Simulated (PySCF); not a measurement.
# Levels of Kr²³⁺ from EOM-EA-GCCSD

Reference: closed-shell Kr²⁴⁺, [Ne] 3s2; one electron is added. Calculated with PySCF 2.14, two-component X2C-1e with screened spin-orbit coupling, an even-tempered Gaussian basis (18 s from 1.1 bohr⁻², ratio 2.6; 13 p from 1.4 bohr⁻², ratio 2.6; 7 d from 1.4 bohr⁻², ratio 2.8; 4 f from 22 bohr⁻², ratio 2.8); frozen 1s2; the 48 highest virtual spinors dropped; of the others 56 kept and the rest restored at second order. No Breit or QED terms. Binding energies in eV.

```csv
level,Koopmans,second order,EOM-CCSD
3p1/2,1049.4,1051.3,1051.1
3p3/2,1036.9,1038.8,1038.7
3d3/2,948.64,959.54,944.61
3d5/2,946.42,near a pole,943.54
```

Electric-dipole lines between these computed levels:

| lower | upper | ΔE (eV) | vacuum wavelength (nm) |
| --- | --- | --- | --- |
| 3p1/2 | 3d3/2 | 106.48 | 11.64 |
| 3p3/2 | 3d3/2 | 94.132 | 13.17 |
| 3p3/2 | 3d5/2 | 95.205 | 13.02 |

In EOM-CCSD the overlap with the one-orbital guess is low for 3d3/2 (weight 0.69), 3d5/2 (weight 0.84). That can mean mixing with two-particle, one-hole states, where second order and EOM-CCSD lose accuracy, or only a rotation among the degenerate components of the shell; the terms of those configurations are not listed.

For comparison, the ionisation energy of Kr²³⁺ is 1042 ± 5 eV (semi-empirical (NIST evaluation); NIST Atomic Spectra Database, ionization energies).

Only part of the computed levels is shown.
